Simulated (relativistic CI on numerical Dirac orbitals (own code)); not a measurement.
**Slater and spin-orbit integrals, Pr54+**

These numbers are calculated, not measured: Dirac-Coulomb-Breit CI, KLI orbitals optimised for each configuration, model QED, unscaled Slater integrals (own radial code, finite nucleus).

Slater integrals F^k, G^k are unscaled and averaged over j, outside the closed core 1s2; ζ comes from projecting the Hamiltonian with its Breit term on Σ l·s of the shell.

- 2s²2p: ζ(2p) = 2.864e+06 cm⁻¹; <r>(2p) = 0.08498, <r^2>(2p) = 0.008756 (bohr units).
- 2s2p²: F^2(2p,2p) = 1.1148e+06, G^1(2s,2p) = 1.1795e+06, ζ(2p) = 2.8539e+06 cm⁻¹; <r>(2s) = 0.0978, <r^2>(2s) = 0.01129, <r>(2p) = 0.08505, <r^2>(2p) = 0.008769 (bohr units).
- 2p³: F^2(2p,2p) = 1.1132e+06, ζ(2p) = 2.844e+06 cm⁻¹; <r>(2p) = 0.08516, <r^2>(2p) = 0.008794 (bohr units).

Averages of the first 10 configurations, taken without configuration mixing, which lowers the lowest level and can move excited configurations by several eV; other configurations of the list can lie among them:

```
Configuration  Parity  States  Average energy above the lowest level (eV)
        2s²2p     odd       6                                       359.5
        2s2p²    even      30                                       889.8
          2p³     odd      20                                      1468.6
        2p²3s    even      30                                      7380.7
        2p²3p     odd      90                                      7540.3
        2p²3d    even     150                                      7664.6
        2s²3s    even       2                                      6334.0
        2s²3p     odd       6                                      6501.8
        2s²3d    even      10                                      6626.2
       2s2p3s     odd      24                                      6832.9
```
